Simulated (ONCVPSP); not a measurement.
Configuration tests for bromine (Br) (ONCV)

Br (Z = 35), optimised norm-conserving Vanderbilt (ONCV), made with ONCVPSP 4.0.1 (LDA (Perdew-Wang 92), scalar-relativistic). Core [Ar] 3d10, reference 4s1.75 4p5.25. Waves: 4s: rc 1.45 bohr, ncon 3, nbas 7, qcut 3.5 1/bohr, 2 projectors, debl 0.5 Ha; 4p: rc 1.45 bohr, ncon 3, nbas 7, qcut 5.9 1/bohr, 1 projector; d scattering state at 0.33 Ha: rc 1.35 bohr, ncon 4, nbas 7, qcut 6.5 1/bohr, 2 projectors, debl 3.5 Ha. Local part: polynomial inside 1.25 bohr (lpopt 5, dvloc0 -1 Ha). Core correction: Teter function, fcfact 4.75, rcfact 1.

In the s channel the program set the typed energies aside and used -0.754, 0.250 Ha.

Energies are relative to the spin-unpolarised reference configuration 4s1.75 4p5.25; without spin polarisation the order of configurations can differ from experiment.

```json
{"valence configuration": "4s2 4p5", "charge": "0", "ΔE all-electron (eV)": "-3.086", "error AE − PS (meV)": "-1.6"}
{"valence configuration": "4s2 4p4", "charge": "+1", "ΔE all-electron (eV)": "9.619", "error AE − PS (meV)": "+0.5"}
```

Question: What are ΔE and the potential's error for 4s1 4p6?

Answer: ΔE = 9.335 eV all-electron; the error (AE − PS) is -2.2 meV.

Question: What are ΔE and the potential's error for 4s2 4p3?

Answer: ΔE = 32.559 eV all-electron; the error (AE − PS) is +20 meV.

Note: ghosts flagged at negative energy: d at -20.4 eV; GHOST(+) flagged for s at 100.4 eV. A true bound ghost makes a file unfit for plane-wave use.
